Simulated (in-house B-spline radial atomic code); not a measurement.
Hf: [Xe] 4f14 5d2 5f1 6s1 (an excited or competing configuration)

Computed with a B-spline radial code for spherical atoms: Dirac-Hartree-Fock, average of configuration, Fermi nucleus of rms radius 5.347 fm.

Screening seen three ways: the hydrogenic charge with the same mean radius, Z_r = [3n² - l(l+1)]/(2<r>), the one with the same energy, Z_e = n√(-2ε), and Slater's rules. Values are occupation-weighted means over j. An effective charge above Z reflects the relativistic contraction of the inner shells.

```csv
shell,electrons,ε (eV),<r> (bohr),Z_r,Z_e,Slater
1s,2,-65759,0.01899,79.00,69.52,71.70
2s,2,-11383,0.07972,75.27,57.85,67.85
2p,6,-10050,0.07133,70.10,54.36,67.85
3s,2,-2656.5,0.2077,65.01,41.92,60.75
3p,6,-2246.4,0.2073,60.29,38.55,60.75
3d,10,-1730.8,0.189,55.55,33.84,50.85
4s,2,-569.73,0.4687,51.21,25.88,44.25
4p,6,-431.55,0.4967,46.31,22.53,44.25
4d,10,-243.27,0.5365,39.14,16.91,32.85
5s,2,-85.349,1.155,32.46,12.52,14.35
5p,6,-49.185,1.351,27.02,9.51,14.35
4f,14,-36.132,0.6615,27.21,6.52,21.45
5d,2,-11.612,2.236,15.43,4.62,3.65
6s,1,-11.315,3.369,16.03,5.47,2.65
5f,1,-0.85203,17.92,1.76,1.25,2.00
```

The least bound orbital is 5f5/2 at -0.852 eV, and it is also the most diffuse (<r> = 17.92 bohr).

Spin-orbit splittings of the orbital energies (j = l + 1/2 above j = l - 1/2 when positive): 2p 1194 eV, 3p 260.2 eV, 3d 56.16 eV, 4p 60.1 eV, 4d 11.24 eV, 5p 8.222 eV, 4f 1.952 eV, 5d 0.3605 eV, 5f -3.35e-05 eV.

For the 1s electron the small component carries 7.33 % of the norm, the zero-frequency Breit interaction raises the level by 222.1 eV, self-energy by 137.6 eV, and vacuum polarisation lowers it by 25.26 eV.
